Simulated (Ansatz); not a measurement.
Cu₂Pd⁺, relaxed as a doublet with UKS PBE0-D4/def2-TZVP in Ansatz, starting from the PBE0-D4/def2-TZVP geometry of the neutral singlet. Force threshold 0.02 eV/Å.

In the def2 sets Pd takes a core potential; there is no spin–orbit coupling. The relaxation made no stability test and no search for a lower SCF solution. No other spin state of charge 1 was run. The structure comes from a short search, and lower isomers may exist.

Start:

Cartesian coordinates in Å:
```
Pd -1.380 -0.317 -0.054
Cu 0.419 1.318 0.141
Cu 0.961 -1.000 -0.087
```

| step | energy (eV) | largest force component (eV/Å) | SCF passes |
| --- | --- | --- | --- |
| 1 | -92742.4981 | 0.430 | 26 |
| 2 | -92742.5183 | 0.124 | 38 |
| 3 | -92742.5204 | 0.007 | 41 |

Force components are those of the run's own axes.

End:

```xyz
3

Pd   -1.4245   -0.3276   -0.0554
Cu    0.4393    1.3314    0.1424
Cu    0.9852   -1.0038   -0.0869
```

By distances, no bond broke or formed. The bond that changes most is Pd1–Cu2, from 2.44 to 2.50 Å (atoms count from 1).

No frequencies were taken in this run, so the end may be a saddle point.

Hardware: 4 threads of Intel Xeon on a shared host. Wall time 12 s.
